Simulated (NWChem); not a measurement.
C$_{2}$H$_{6}$BFO; SMILES OB(F)CC

```xyz
11

B     -0.0085     0.6340     0.0000
F     -0.7031     1.7776     0.0000
C     -0.7878    -0.7411     0.0000
C      0.0827    -2.0075     0.0000
H     -1.4618    -0.7459    -0.8694
H     -1.4618    -0.7459     0.8694
H      0.7288    -2.0534     0.8868
H      0.7288    -2.0534    -0.8868
H     -0.5227    -2.9204     0.0000
O      1.3444     0.7682     0.0000
H      1.7940    -0.0883     0.0000
```
Atoms are numbered in this order, from 1.

Results from NWChem. Pople sets run with spherical d functions. Coordinates come from a B3LYP/6-31G* (spherical d) optimisation. Isolated, static molecule.

GIAO at B3LYP/6-31G*: principal shieldings of C3 are 174.5, 181.1, 192.3 ppm; an isolated tetramethylsilane molecule has σ = 190.2 ppm at the same levels.

Question: Find the isotropic 13C shift, its principal values, the span and the skew.

Answer: 
1. σ(iso) = one third of the sum = 182.6 ppm.
2. δ = σ(reference) − σ = 7.6 ppm against tetramethylsilane.
3. δ11, δ22, δ33 = 15.7, 9.1, -2.1 ppm.
4. Span Ω = δ11 − δ33 = 17.8 ppm; skew κ = 3(δ22 − δ(iso))/Ω = 0.26.
